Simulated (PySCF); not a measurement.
Cl₂Pb, charge -1, doublet, at a GFN2-xTB geometry (such geometries of metal compounds can be far from the true shape) (a state made from the parent by changing its charge; the spin is typed, not shown lowest) (core potentials on Pb). Base run: HF/def2-SV(P) (PySCF).

Here is a job for PySCF.
```python
from pyscf import gto, scf

mol = gto.M(
    atom='''
Pb    0.00704312   -0.01025569    0.42593907
Cl    1.47900338    1.68337558   -1.01206530
Cl   -1.51297608   -1.63390696   -1.04246435
''',
    basis='def2-sv(p)',
    ecp={'Pb': 'def2-sv(p)'},
    charge=-1,
    spin=1,
    verbose=4,
    symmetry=True,
)

mf = scf.UHF(mol)
mf.kernel()
mf.analyze()
```

The base run was repeated with changes; each row names its change, and settings that it needs were set with it.

```csv
change,ΔE vs base (eV),point group used,SCF cycles
base,0.00,C2v,12
symmetry_subgroup = C2,0.00,C2,12
symmetry_subgroup = Cs,0.00,Cs,12
"irrep_nelec = A1:(12, 12) A2:(3, 3) B1:(4, 4) B2:(10, 9)",2.67,C2v,12
symmetry = off,0.00,C1,12
"irrep_nelec = A1:(11, 12) A2:(3, 3) B1:(6, 4) B2:(9, 9)",12.79,C2v,15
"irrep_nelec = A1:(12, 12) A2:(4, 3) B1:(4, 4) B2:(9, 9)",12.62,C2v,12
"irrep_nelec = A1:(13, 12) A2:(2, 3) B1:(5, 4) B2:(9, 9)",5.95,C2v,11
```

Open shells are given as the SCF converged; they aren't shown to be the lowest states, and a large step between rows can be another state.
